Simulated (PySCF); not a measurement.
## Calculated properties of `c12c(cccc1C=C[SiH2]2)C#N`

Compound: C9H7NSi.
SMILES with atom numbers: `[N:1]#[C:2][c:3]1[cH:4][cH:5][cH:6][c:7]2[c:8]1[SiH2:9][CH:10]=[CH:11]2` (hydrogens: H12 on C4; H13 on C5; H14 on C6; H15, H16 on Si9; H17 on C10; H18 on C11)

Among its groups: nitrile, C=C double bond, benzene ring, Si–H bond and C–Si bond.

From PBE0-D3(BJ)/def2-SVP geometry optimisation, gas phase (PySCF):

* Point group: Cs
* Rotational constants A, B, C: 1.363, 1.023, 0.588 GHz

From CAM-B3LYP/def2-SVPD ground state and vertical TDDFT (core frozen in the response) (PySCF):

- Dipole moment: 4.93 D
- HOMO energy: -8.33 eV
- LUMO energy: -0.87 eV
- HOMO–LUMO gap: 7.46 eV
- Lowest singlet excitation: 4.44 eV (279 nm, f = 0.027)
- Strongest line among the 10 lowest singlet transitions: S4 at 5.80 eV (214 nm, f = 0.505)
- Lowest triplet excitation (Tamm–Dancoff): 3.06 eV
- Static isotropic polarisability: 132.1 au
- Electronic spatial extent ⟨r²⟩ about the centre of nuclear charge: 1844 bohr²

KT2/pcSseg-2 ground state and GIAO shieldings, non-relativistic (PySCF):

* 13C chemical shifts (computed TMS as zero) by class: 153.3 (C11), 150.9 (C7), 138.9 (C8), 129.8 (C4), 129.2 (C5), 128.2 (C10), 125.2 (C6), 118.3 (C2), 117.7 (C3) ppm
* 1H chemical shifts (computed TMS as zero) by class: 7.58 (H18), 7.38 (H12), 7.32 (H14), 7.32 (H13), 6.39 (H17), 5.09 (H15/H16) ppm
* Isotropic shieldings of nuclei other than C and H, by class: -32 (N1), 394 (Si9) ppm

Monoisotopic mass (most abundant isotopes): 157.0348 u.

The polarisability is 19.57 Å³ as a volume (1 au = 0.148185 Å³), or 1.61 au for each of the 82 electrons. In wavenumbers S1 is 35800 cm⁻¹ (1 eV = 8065.54 cm⁻¹). No computed singlet falls in the visible range (750 to 380 nm, 1.65 to 3.26 eV); S1 lies 1.18 eV above its blue end. The dipole equals about 16.4 × 10⁻³⁰ C·m (1 D = 3.33564 × 10⁻³⁰ C·m). The largest Löwdin shares of the HOMO are 0.21 on C10, 0.15 on C11, 0.14 on C4 and 0.14 on C7. The vertical singlet–triplet gap S1 − T1 is 1.38 eV (TDDFT singlet less Tamm–Dancoff triplet; S1: HOMO→LUMO, weight 0.73; T1: HOMO→LUMO, weight 0.74).

